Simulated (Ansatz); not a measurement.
This geometry of BBrH2 + CH4 (9 atoms, charge 0, multiplicity 1) is a first-order saddle point.

Computed with Ansatz, UKS B3LYP/def2-SVP.

```xyz
9
Properties=species:S:1:pos:R:3
B -0.265 -0.818 0.006
Br 0.635 -0.836 -2.148
H -1.430 -1.003 -0.208
H 0.437 -1.602 0.579
H 0.391 0.162 -0.818
C 0.052 0.787 0.481
H -0.490 1.601 -0.021
H -0.426 0.633 1.465
H 1.097 1.077 0.664
```

Task: Which two structures does it join? (They come from a converged band through this point; their orientation in space is the band's.)

Result: Bonds broken: B1–Br2, H5–C6. Bonds formed: B1–C6, Br2–H5. BBrH2 + CH4 becomes BrH + CH5B.

First end point:

```xyz
9
Properties=species:S:1:pos:R:3
B -0.378 -1.996 -0.541
Br 0.341 -2.058 -2.303
H -1.539 -1.721 -0.418
H 0.355 -2.241 0.375
H 0.477 1.235 -0.433
C 0.244 1.602 0.577
H -0.357 2.520 0.502
H -0.324 0.839 1.129
H 1.180 1.819 1.112
```

Last end point:

```xyz
9
Properties=species:S:1:pos:R:3
B -0.428 -0.808 0.423
Br 0.809 -0.787 -2.473
H -1.501 -1.104 -0.047
H 0.330 -1.701 0.721
H 1.096 0.612 -2.422
C -0.112 0.672 0.821
H -0.637 1.438 0.228
H -0.516 0.759 1.854
H 0.959 0.918 0.896
```

Task: How far does it lie above each of them?

Result: 147.9 kJ/mol above the first and 64.2 kJ/mol above the second. This is the barrier of this one path; another mechanism may lie lower. The orbitals stay closed-shell, which can raise the energy where a bond breaks towards radicals; this wasn't checked here.

Run time: 2.1 min on 2 threads of AMD EPYC 7R13 Processor (Zen 3), with other jobs on the host, peak memory 0.28 GiB.
